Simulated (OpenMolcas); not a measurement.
An OpenMolcas run meant for Pb3+ (ANO-R3, X2C; inactive shells 1s 2s 2p 3s 3p 3d 4s 4p 4d 4f 5s 5p 5d; intended active space 1 electron in 9 orbitals (RAS2 6s 6p; RAS3 6d, at most 1 electron)). One step of its input:

```
&CASPT2
Multistate=1 1
Frozen=15 19
IPEA=0.25
Imaginary=0.1
MaxIter=60
WThr=0.0 0.3 0.05
PrWF=0.5
NoMix
Deleted=25 25
```

The run finished. Its levels beside those of a sound run (SS-RASPT2, IPEA 0.25 Eh, imaginary shift 0.1 Eh (closed shells correlated: 5d)), in cm-1 above each run's lowest level:

```tsv
Level	This run	Usual run
6s 2S 1/2	0.0	0.0
6p 2P* 1/2	77016	80400
6p 2P* 3/2	93624	97008
```

Q: Which setting is unsound, and how much does it matter here?

A: Nearly half of the orbitals are deleted from the virtual space, which removes much of the correlation energy. Against the sound run the excited levels shown move by 3400 cm-1 on average and by 3400 cm-1 at most.

With one active electron outside closed inactive shells, the extra shells (6d) add no correlation to the reference. Spin-orbit splittings of 6p shells tend to come out small when the coupling is added on scalar orbitals. With one active electron, CASPT2 adds the correlation within the correlated inactive shells and between them and that electron, and leaves the splitting within a term as the reference gives it. Levels of configurations outside the active space are missing.

* marks odd parity.
